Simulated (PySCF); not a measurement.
BHandHLYP single point of singlet SbOF at its PBE0 minimum.

An equivalent PySCF input for this run (the driver started from the density of an earlier step):

```python
from pyscf import gto, scf, dft
mol = gto.M(atom='''
Sb    -0.040309     0.000000    -0.256789
O     -1.435650     0.000000     0.859396
F      1.465526     0.000000     0.928484''',
    basis={'Sb': 'def2-TZVP', 'O': 'def2-TZVP', 'F': 'def2-TZVP'},
    ecp={'Sb': 'def2-TZVP'},
    charge=0, spin=0)
mf = dft.RKS(mol, xc='BHANDHLYP')
mf.grids.atom_grid = (75, 302)
aux = {'Sb': 'def2-universal-JKFIT', 'O': 'def2-universal-JKFIT', 'F': 'def2-universal-JKFIT'}
mf = mf.density_fit(auxbasis=aux)
mf.conv_tol = 1e-08
mf.diis_space = 10
mf.max_cycle = 60
mf.verbose = 4
mf.kernel()
```

SCF log (excerpt):

```
init E= -415.254420475708
  HOMO = -0.366155154273279  LUMO = -0.0992447250523014  gap/eV = 7.26300
cycle= 1 E= -415.255823342911  delta_E= -0.0014  |g|= 0.0904  |ddm|= 0.179
  HOMO = -0.346672972402539  LUMO = -0.100989096505799  gap/eV = 6.68540
cycle= 2 E= -415.251096266314  delta_E= 0.00473  |g|= 0.182  |ddm|= 0.158
  HOMO = -0.364138468920847  LUMO = -0.103140072579723  gap/eV = 7.10213
cycle= 3 E= -415.257290347077  delta_E= -0.00619  |g|= 0.0249  |ddm|= 0.106
  HOMO = -0.362810234176388  LUMO = -0.102556504723086  gap/eV = 7.08186
cycle= 4 E= -415.257389704236  delta_E= -9.94e-05  |g|= 0.00448  |ddm|= 0.0137
  HOMO = -0.36306430744679  LUMO = -0.102356108201644  gap/eV = 7.09423
cycle= 5 E= -415.257394346473  delta_E= -4.64e-06  |g|= 0.000845  |ddm|= 0.00401
  HOMO = -0.363113738945877  LUMO = -0.102319192150684  gap/eV = 7.09658
cycle= 6 E= -415.25739473958  delta_E= -3.93e-07  |g|= 0.000243  |ddm|= 0.00137
  HOMO = -0.363147720682214  LUMO = -0.102322021026897  gap/eV = 7.09743
cycle= 7 E= -415.257394799301  delta_E= -5.97e-08  |g|= 0.000134  |ddm|= 0.000582
  HOMO = -0.363163019837667  LUMO = -0.102313322055945  gap/eV = 7.09808
cycle= 8 E= -415.257394809725  delta_E= -1.04e-08  |g|= 4.48e-05  |ddm|= 0.000246
  HOMO = -0.363168153789068  LUMO = -0.102309700523694  gap/eV = 7.09832
cycle= 9 E= -415.257394810666  delta_E= -9.41e-10  |g|= 9.79e-06  |ddm|= 8.73e-05
  HOMO = -0.36317071835672  LUMO = -0.102310857463006  gap/eV = 7.09836
Extra cycle  E= -415.257394810702  delta_E= -3.57e-11  |g|= 8.66e-06  |ddm|= 1.7e-05
converged SCF energy = -415.257394810702
```

This run, together with those of the ionised and electron-attached species (not shown), took 4.8 s on 2 threads of a shared Arm Neoverse V2 host, with 112 basis functions; the process peaked at 0.95 GiB.
